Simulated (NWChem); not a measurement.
Program: NWChem. System: HClSn, charge 0, spin multiplicity 1, at a geometry optimised with PBE0/def2-SVP with def2 effective core potentials on Sn. The structure started from a generated list of species. Level: G0W0@PBE0/def2-TZVP with def2 effective core potentials on Sn, RI basis def2-tzvp-rifit, no spin-orbit coupling.

Input file:

```
start mol
memory heap 200 mb stack 700 mb global 1700 mb
geometry units angstroms nocenter noautoz
  Sn    -0.422082     0.422546     0.000000
  H      0.817466     1.711195     0.000000
  Cl     1.193331    -1.343440     0.000000
  symmetry group Cs
end
basis spherical
  * library def2-tzvp
end
ecp
  Sn library def2-ecp
end
basis "ri basis" bse spherical
  * library def2-tzvp-rifit
end
dft
  xc pbe0
  iterations 100
  direct
  tolerances tight
end
task dft energy
gw
  states alpha occ 4 vir 2
end
task dft gw
```

NWChem printed:

```
             Northwest Computational Chemistry Package (NWChem) 7.3.0
             --------------------------------------------------------

                                NWChem Input Module
                                -------------------

 Scaling coordinates for geometry "geometry" by  1.889725989
 (inverse scale =  0.529177249)

 Turning off AUTOSYM since
 SYMMETRY directive was detected!

                             Geometry "geometry" -> ""
                             -------------------------

 Output coordinates in angstroms (scale by  1.889725989 to convert to a.u.)

  No.       Tag          Charge          X              Y              Z
 ---- ---------------- ---------- -------------- -------------- --------------
    1 Sn                  50.0000    -0.42208200     0.42254600     0.00000000
    2 H                    1.0000     0.81746600     1.71119500     0.00000000
    3 Cl                  17.0000     1.19333100    -1.34344000     0.00000000

 Effective nuclear repulsion energy (a.u.)     205.6560283337

            Nuclear Dipole moment (a.u.)
            ----------------------------
        X                 Y               Z
 ---------------- ---------------- ----------------
    -0.0000132281     0.0000283459     0.0000000000

      Symmetry information
      --------------------

 Group name             Cs
 Group number              2
 Group order               2
 No. of unique centers     3

      Symmetry unique atoms

     1    2    3


 Summary of "ao basis" -> "" (spherical)
 ------------------------------------------------------------------------------
       Tag                 Description            Shells   Functions and Types
 ---------------- ------------------------------  ------  ---------------------
 *                         def2-tzvp                  on all atoms

 Summary of "ri basis" -> "" (spherical)
 ------------------------------------------------------------------------------
       Tag                 Description            Shells   Functions and Types
 ---------------- ------------------------------  ------  ---------------------
[...]
           0.000000000000           0.000000000000         564.644137217284

     Multipole analysis of the density
     ---------------------------------

     L   x y z        total         alpha         beta         nuclear
     -   - - -        -----         -----         ----         -------
     0   0 0 0      0.000000    -20.000000    -20.000000     40.000000

     1   1 0 0     -0.879965    -11.606646    -11.606646     22.333328
     1   0 1 0      0.701259     11.529562     11.529562    -22.357864
     1   0 0 1     -0.000000     -0.000000     -0.000000      0.000000

     2   2 0 0    -30.553745    -66.693561    -66.693561    102.833376
     2   1 1 0     -0.048146     53.146757     53.146757   -106.341659
     2   1 0 1      0.000000      0.000000      0.000000      0.000000
     2   0 2 0    -30.292001    -82.171857    -82.171857    134.051714
     2   0 1 1     -0.000000     -0.000000     -0.000000      0.000000
     2   0 0 2    -25.663334    -12.831667    -12.831667      0.000000

 Task  times  cpu:       14.4s     wall:       14.4s

                                NWChem Input Module
                                -------------------

                                 NWChem GW Module
                                 ----------------

                             ***********************
                             ***        GW       ***
                             ***********************

 Summary of "ri basis" -> "ri basis" (spherical)
 ------------------------------------------------------------------------------
       Tag                 Description            Shells   Functions and Types
 ---------------- ------------------------------  ------  ---------------------
 Sn                     def2-tzvp-rifit             38      184   9s8p8d6f4g3h
 H                      def2-tzvp-rifit              7       15   4s2p1d
 Cl                     def2-tzvp-rifit             29      113   9s7p6d5f2g

                 Memory Information
                 ------------------
          Available GA per process is          1699.9 MBs
          Available stack per process is        700.0 MBs
          Available heap per process is           0.0 MBs

          Peak memory in Initialization
              Peak GA per process is                  5.6 MBs
              Peak stack per process is               0.1 MBs
              Peak heap per process is                6.1 MBs
              Memory not in MA per process            0.0 MBs

          Peak memory in AFF Calculation
              Peak GA per process is                 24.5 MBs
              Peak stack per process is              16.3 MBs
              Peak heap per process is                0.0 MBs
              Memory not in MA per process           16.3 MBs

          Computing 2-center integrals
          Computing Inverse Cholesky factor
          Computing 3-center integrals
          Computing V_xc ...

          Computing Sigma_x
          Computing RPA polarizability
          Solving quasiparticle equations

                  Alpha Orbitals
          State     Energy (eV)     Error (eV)
          -----------------------------------
@GW        17        -11.420           0.004
@GW        18        -10.748           0.004
@GW        19        -10.751           0.004
@GW        20         -9.082           0.004
@GW        21         -1.113           0.004
@GW        22          1.036           0.004

   Applying  -2.0331 eV scissor-shift to rest of particle states

   Applying   1.9797 eV scissor-shift to rest of hole states

     GW Timing Statistics
   ------------------------
   Init.   :          0.1s
     ERIs  :          0.9s
     Distr.:          0.0s
     Vxc   :          2.0s
   Sigma_x :          0.0s
   RPA     :          1.0s
   Wmn     :          0.0s
   Sigma_c :          0.0s
   GW total:          4.0s

 Task  times  cpu:        4.0s     wall:        4.0s

 Total times  cpu:       18.5s     wall:       18.5s
```
